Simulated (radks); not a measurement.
Values are calculated unless marked as measured or tabulated.
Fractional charge and spin in the 5p shell of praseodymium: the spin-up occupation runs from 2 to 3 and the spin-down occupation from 2 to 3; the fullest corner is Pr3+, [Kr] 4d10 4f(up 1, down 1) 5s2 5p(up 3, down 3). Level of theory: scalar-relativistic Kohn-Sham, SCAN, spin-polarised, spherical densities, finite nucleus; meta-GGA in the generalised Kohn-Sham scheme; Fermi nuclear charge, rms radius of each element as measured or else 0.836 A^(1/3) + 0.57 fm (a radial shooting solver on a logarithmic mesh with Libxc functionals). Energy (eV) minus the two flat planes that join the four corners (they meet along the diagonal where the two added fractions sum to one electron); zero is where a piecewise linear energy would lie.

down \ up       2    2.25     2.5    2.75       3
2           0.000  -1.171  -1.563  -1.170   0.000
2.25       -1.171  -1.472  -0.998   0.250  -1.113
2.5        -1.563  -0.998   0.331  -0.954  -1.485
2.75       -1.170   0.250  -0.954  -1.410  -1.107
3           0.000  -1.113  -1.485  -1.107   0.000

Corners above the fullest one (they belong to Pr4+ and the next ion): (up 3, down 2) 53.556 eV, (up 2, down 3) 53.556 eV, (up 2, down 2) 120.63 eV. With half an added electron in each spin the energy lies 0.331 eV from the planes, and with half an added electron in spin up alone -1.563 eV. The planes are only a guide here: the flat-plane condition holds for ground states with one frontier orbital, while this shell lies below other occupied shells, so the corners above the fullest one are inner-hole states and not the ground states of those ions.
